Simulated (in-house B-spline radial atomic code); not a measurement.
Settings and results of a run for Ti II (Ti+). Level of theory: scalar-relativistic (X2C) Hartree-Fock, spin-polarised, averaged over the determinants with the given up and down occupations, Fermi nucleus of rms radius 3.5921 fm, inside a hard spherical wall at 1.67 bohr; calculated with a B-spline radial code for spherical atoms.

Command:
```bash
python run_scf.py task.json out
```
Settings (nuclear radius in fm, mass in u):
```
Z                22
configuration    [Ar] 3d3
hamiltonian      x2c
method           hf
spin_polarised   True
nucleus          fermi
rms_radius       3.5921
atomic_mass      47.94794
speed_of_light   137.035999084
wall_radius      1.67
```

Output (hartree, bohr):
```
 radial grid: 59 intervals, B-splines of order 8, outer radius 1.67 bohr

 iter        energy (Eh)    residual
    1       -843.2802468    3.10e-01
    2       -843.4736708    1.87e-02
    3       -843.4748600    8.33e-03
    4       -843.4750761    3.80e-03
    5       -843.4751262    4.45e-04
    6       -843.4751273    2.62e-05
    7       -843.4751273    3.21e-06
    8       -843.4751273    9.75e-08

 total energy                     -843.475127
 kinetic                            895.51748
 electron-nucleus                 -2091.95407
 electron-electron                  352.96146

 orbital      occ     eigenvalue          <r>       <r^2>       <1/r>     <1/r^3>       <r^4>       r_max
 1s up      1.000     -181.63510     0.069283  0.00646944     22.0222           - 0.000108587     0.04528
 1s down    1.000     -181.63713    0.0692821  0.00646918     22.0223           - 0.000108567     0.04528
 2s up      1.000      -19.23346     0.325497    0.125625      4.5707           -    0.028189      0.2688
 2s down    1.000      -19.12458      0.32408     0.12436     4.58881           -    0.027416      0.2684
 2p up      3.000      -15.37183     0.292523    0.105882     4.41901     260.951   0.0235042      0.2207
 2p down    3.000      -15.26156      0.29042     0.10406     4.44078     263.559   0.0223786      0.2202
 3s up      1.000       -1.30083     0.889591       0.874     1.54178           -     1.00244      0.8685
 3s down    1.000       -0.99509     0.892597    0.878897     1.52743           -     1.01199        0.87
 3p up      3.000       -0.10012     0.893776    0.886852     1.47704      40.293     1.03852      0.8851
 3p down    3.000        0.26342     0.898343     0.89406     1.45738     38.4604      1.0522      0.8884
 3d up      3.000        1.60760     0.875366    0.845459      1.3044     4.12605     0.97035      0.8551
```

Cost of the run: 0.1 s on 1 thread of Arm Neoverse V2, with other jobs on the host.
